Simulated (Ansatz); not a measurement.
Abridged output of a molecular run in Ansatz:

```
Functional definition: HF
1794 factors; integrals over basis functions are off by at most 1.2e-3 eV
mean field evaluation 1: about -29596.1891 eV, gradient 2.8e1 eV
mean field evaluation 2: about -29596.4722 eV, gradient 2.9e1 eV
mean field evaluation 4: about -29599.1706 eV, gradient 4.2e0 eV
mean field evaluation 8: about -29599.2445 eV, gradient 2.6e-1 eV
mean field evaluation 16: about -29599.2453 eV, gradient 2.5e-6 eV
mean field -29599.24526128 eV, -1087.7522002631 hartree, gradient 2.5e-6 eV, S^2 0.000000; 0 other end points of the search recorded, 0 dependent functions left out
16 core orbitals not correlated: weight in the atoms' cores, before any rotation towards them, 1.000 or more for the frozen orbitals, at most 0.000 for the correlated occupied ones
reference -29599.24526128 eV, -1087.7522002631 hartree; 20, 20 occupied and 244, 244 virtual orbitals, 1794 factors
second order -27.69328886 eV of doubles, -0.00000000 eV of singles
cycle   1  -27.98985525 eV  change   -3.0e-1 eV  update   1.3e-1
cycle   2  -28.70036806 eV  change   -7.1e-1 eV  update   3.8e-2
cycle   3  -28.85329006 eV  change   -1.5e-1 eV  update   2.4e-2
cycle   4  -28.83965290 eV  change    1.4e-2 eV  update   7.9e-3
cycle   5  -28.83438316 eV  change    5.3e-3 eV  update   4.7e-3
cycle   6  -28.83575904 eV  change   -1.4e-3 eV  update   1.8e-3
cycle   7  -28.83517826 eV  change    5.8e-4 eV  update   7.0e-4
cycle   8  -28.83524904 eV  change   -7.1e-5 eV  update   2.2e-4
cycle   9  -28.83536157 eV  change   -1.1e-4 eV  update   1.1e-4
cycle  10  -28.83530147 eV  change    6.0e-5 eV  update   3.8e-5
cycle  11  -28.83532013 eV  change   -1.9e-5 eV  update   1.7e-5
perturbative correction -1.26690725 eV, -0.0465579827 hartree
Total energy: -29629.34748866 eV, -1088.8584367152 hartree
```

Its atoms:

Z-matrix (Å, degrees):
```
C
S 1 1.816
H 1 1.090 2 107.2
H 1 1.089 2 111.4 3 -119.3
H 1 1.089 2 110.4 3 118.7
Sn 2 2.432 1 109.2 3 131.3
S 6 2.432 2 102.0 1 28.0
C 7 1.816 6 109.2 2 28.0
H 8 1.090 7 107.2 6 131.3
H 8 1.089 7 111.4 6 12.0
H 8 1.089 7 110.4 6 -110.1
```

Question: Which basis set was used?
A. def2-SVP
B. cc-pV(Q+d)Z
C. def2-TZVPP
D. def2-TZVPPD

Answer: C. It gives 280 functions.

Question: Write the keys of the input that set method, charge and spin (a neutral closed shell needs none for the last two).

Answer: 
```yaml
correlation: {method: ccsd_t}
```
